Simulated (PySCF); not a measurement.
# Telling isomers of C₅H₁₂NOP apart by NMR

- structure optimised with GFN2-xTB
- shieldings: GIAO PBE0/pcSseg-1
- program: PySCF 2.14
- averaged over atoms made equivalent by symmetry, fast rotation or ring inversion, one computed conformer, non-relativistic, gas phase

References, each an isolated molecule treated in the same way: TMS for ¹H (31.72 ppm), ¹³C (186.93 ppm). Splittings of carbon signals by F and P are missing where no couplings were computed. Where no couplings were computed, multiplicities follow the n + 1 count of equivalent neighbours, and m marks all less simple cases (inequivalent or close neighbours, rings, F or P nearby). Shifts are as computed. Against solution values, carbons near 30 ppm lie about +3 ppm off and those near 130 ppm about +5 ppm. Of 1211 compounds with measured shifts, 218 miss one by over three times the rms of a fit or turn the order of signals round; such compounds aren't used in these exercises. OH and NH positions are gas-phase values without hydrogen bonding to other molecules.

(1) Tabulate the signals of `CNP1CCOCC1`, `CP1(=N)CCOCC1`, `CO/C=P\CN(C)C` and their relative energies.

(2) What is the quickest way to tell CNP1CCOCC1 from CO/C=P\CN(C)C?

(3) What is the quickest way to tell CNP1CCOCC1 from CP1(=N)CCOCC1?

(4) What is the quickest way to tell CP1(=N)CCOCC1 from CO/C=P\CN(C)C?

## Answers

(1) 
```json
{"SMILES": "CNP1CCOCC1", "carbon types": "4×CH2 1×CH3", "δC": "67.7, 36.2, 33.1", "δH": "3.95 (m, 4H), 2.58 (m, 3H), 1.73 (m, 4H), -0.40 (br s, 1H)", "E rel. (kcal/mol)": "0.0"}
{"SMILES": "CP1(=N)CCOCC1", "carbon types": "4×CH2 1×CH3", "δC": "68.3, 38.3, 20.4", "δH": "4.38 (m, 2H), 3.76 (m, 2H), 1.71 (m, 2H), 1.39 (m, 3H), 1.17 (m, 2H), 1.10 (br s, 1H)", "E rel. (kcal/mol)": "1.0"}
{"SMILES": "CO/C=P\\CN(C)C", "carbon types": "1×CH 1×CH2 3×CH3", "δC": "202.7, 61.6, 60.5, 48.3", "δH": "7.88 (m, 1H), 3.85 (s, 3H), 3.15 (m, 2H), 2.29 (s, 6H)", "E rel. (kcal/mol)": "32.9"}
```

Energies are electronic energies at PBE0/pcSseg-1 on these geometries, without zero-point or thermal terms, each for the one conformer computed, which needn't be the lowest.

(2) Count the carbon signals: 3 against 4. The first has an sp3 CH2 bonded to P at 36.2 ppm, the second a carbon double-bonded to a heavier main-group atom (CH) at 202.7 ppm. Their most deshielded carbons lie at 67.7 and 202.7 ppm. In the proton spectra the most deshielded non-exchanging signals are 3.95 (m, 4H) and 7.88 (m, 1H).

(3) Both give the same number of carbon signals, with the same numbers of each carbon type, so the positions decide. The first has a methyl carbon bonded to N (CH3) at 33.1 ppm, the second a methyl carbon bonded to P (CH3) at 20.4 ppm. Their most deshielded carbons lie at 67.7 and 68.3 ppm. In the proton spectra the most deshielded non-exchanging signals are 3.95 (m, 4H) and 4.38 (m, 2H).

(4) Count the carbon signals: 3 against 4. The first has a methyl carbon bonded to P (CH3) at 20.4 ppm, the second a carbon double-bonded to a heavier main-group atom (CH) at 202.7 ppm. Their most deshielded carbons lie at 68.3 and 202.7 ppm. In the proton spectra the most deshielded non-exchanging signals are 4.38 (m, 2H) and 7.88 (m, 1H).
